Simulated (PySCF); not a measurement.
# What a mistake does to a calculation on CGe2H6O

Calculated results; nothing here was measured. They come from PySCF 2.14.0, an open-source quantum chemistry program, on an isolated molecule that a program drew, which may never have been made. The molecule is CGe2H6O (charge 0, singlet), drawn as the SMILES string `[CH3][Ge][O][GeH3]`.

Each row is a Hartree-Fock (HF) and frozen-core CCSD(T) single point in the cc-pVDZ basis, meant for a local HF minimum. Run 1 is clean. Each other run has one planted mistake out of seven kinds, and not every kind appears here: one electron removed, one electron added, multiplicity raised by two, geometry at a saddle point, minimal basis STO-3G, one bond length entered in bohr, all coordinates scaled. The reference is restricted for singlets and unrestricted otherwise, and also for a bond in bohr. Adding or removing an electron swaps singlet and doublet. Electrons count all cores. HOMO and LUMO are orbital energies over both spins, the gradient is its largest component, and the lowest frequency (negative if imaginary) is given only where the gradient is small. Bond lengths are over the 9 bonds as drawn. T1 is the CCSD diagnostic: over 0.02 (restricted) or 0.045 (unrestricted) a single reference is doubtful. Germanium has the cc-pVDZ-PP basis, with a core potential (ECP10MDF) in place of its 10 inner electrons, and its 3s, 3p and 3d shells are frozen in CCSD(T).

Geometry of the clean run:
```xyz
10
CGe2H6O, angstrom
C     2.0096    0.9227    0.0499
Ge    2.0128   -1.0712    0.3010
O     0.9534   -1.1783    1.7306
Ge   -0.0081   -0.2537    2.8971
H     0.9871    1.2846   -0.1114
H     2.3999    1.4198    0.9459
H     2.6217    1.2198   -0.8060
H    -1.0969    0.5255    2.1519
H    -0.6324   -1.2596    3.8619
H     0.9061    0.7189    3.6497
```

| run | electrons | basis functions | <S^2> | HOMO (eV) | LUMO (eV) | gradient (hartree/bohr) | lowest frequency (cm^-1) | mean bond (Å) | longest bond (Å) | T1 | HF (hartree) | CCSD(T) (hartree) | mistake |
|---|---|---|---|---|---|---|---|---|---|---|---|---|---|
| 1 | 84 | 104 | 0.000 | -8.71 | 1.33 | 7.6e-06 | 59 | 1.4936 | 2.010 | 0.0163 | -703.00046 | -703.57551 | no fault |
| 2 | 85 | 104 | 0.766 | -0.22 | 7.73 | 5.9e-02 | - | 1.4936 | 2.010 | 0.0160 | -702.97929 | -703.56106 | one electron added |
| 3 | 84 | 104 | 0.852 | -8.73 | 1.26 | 6.8e-03 | - | 1.6446 | 2.886 | 0.0402 | -702.89600 | -703.45926 | one bond length entered in bohr |
| 4 | 84 | 104 | 2.015 | -6.86 | 0.00 | 1.9e-02 | - | 1.4936 | 2.010 | 0.0177 | -702.93864 | -703.49219 | ? |

**Which mistake was planted in run 4, and what did it cost?**

Electrons, basis and geometry are unchanged, and <S^2> is 2.015, beside S(S+1) = 2.00 for a multiplicity of 3. So the mistake is: multiplicity raised by two. Subtracting run 1 and multiplying by 627.51 kcal/mol a hartree, the energy moved by 38.8 kcal/mol in HF and 52.3 kcal/mol in CCSD(T).

Cautions from the logs. Run 2: the added electron raises the CCSD(T) energy, so it isn't bound in this basis.
